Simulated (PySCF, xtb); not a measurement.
Si(Me)2(OH)2 (C2H8O2Si), SMILES O[Si](C)(C)O.

GFN2-xTB run with xtb 6.7.1 at its own geometry gives an orbital gap of 7.33 eV and a dipole moment of 1.76 D.

Geometry optimised at B3LYP-D3(BJ)/def2-SVP. One conformer was computed; it need not be the lowest.

What does PySCF with PBE/def2-TZVP give? (An estimate is asked for; the answer gives what the named calculation found.)

gap 6.41 eV (levels -6.70 and -0.29 eV), dipole 2.14 D.
